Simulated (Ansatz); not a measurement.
Geometry optimisation, RKS B3LYP/def2-SVP in Ansatz 0.2.0.

input.yaml

```yaml
crystal:
  periodic: [false, false, false]
  atoms:
    - { symbol: Al, position_ang: [0.0, 0.0, 0.0] }
    - { symbol: O, position_ang: [0.0, 0.0, 1.78] }
    - { symbol: H, position_ang: [-0.9095, -0.2814, 2.1171] }
    - { symbol: F, position_ang: [1.4635, 0.0, -0.845] }
    - { symbol: Cl, position_ang: [-1.9312, 0.0, -1.115] }
basis:
  gaussian: { orbitals: def2-SVP }
hamiltonian:
  xc: b3lyp
relax:
  f_tol: 0.02
  max_steps: 40
```

Launched with:

```bash
$ ansatz run input.yaml --threads 1 --pin off --max-ram 2048MiB --backend cpu --events-out ev --progress --plain --runs-dir out
```

Question: Where does it end, and by what steps?

Answer: The forces met the threshold. After 7 steps the energy has fallen by 0.353 eV; H3 moved furthest, 0.20 Å.

```
step  energy less start (eV)  largest force component (eV/Å)  accepted
   0                  0.0000                           1.775       yes
   1                 -0.2428                           1.548       yes
   2                 -0.2853                           1.408       yes
   3                 -0.3326                           0.722       yes
   4                 -0.3476                           0.254       yes
   5                 -0.3519                           0.185       yes
   6                 -0.3530                           0.083       yes
   7                 -0.3531                           0.008       yes
```

```xyz
5
Properties=species:S:1:pos:R:3
Al -0.070 -0.029 -0.017
O -0.057 -0.118 1.666
H -0.818 -0.170 2.250
F 1.385 0.050 -0.798
Cl -1.816 -0.014 -1.164
```

Whether the end is a true minimum wasn't checked by a vibrational analysis.

Time of the run: 17 s on 1 thread of Arm Neoverse V2 (shared host), peak memory 0.16 GiB.
